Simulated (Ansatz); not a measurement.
Ansatz results at the PBE0-D4/def2-TZVP geometry: HOMO–LUMO gap (PBE0/def2-TZVPP) 4.15 eV; LUMO energy (PBE/def2-TZVPP) -2.71 eV; HOMO energy (B3LYP/def2-TZVPP) -5.92 eV.

Which molecule gave them?
A. `[CH3][Al]1[SiH2][SiH2]1`
B. `FC1BCC1`
C. `C1[SiH2][AlH][SiH2]1`
D. `[CH3][Al]([CH3])[CH2]Cl`

A. The others give `C1[SiH2][AlH][SiH2]1`: 4.12, -3.10, -6.30; `FC1BCC1`: 7.18, -1.82, -7.84; `[CH3][Al]([CH3])[CH2]Cl`: 7.35, -1.22, -7.41.

B3LYP here is the variant with VWN-RPA as its local correlation; programs differ in this.
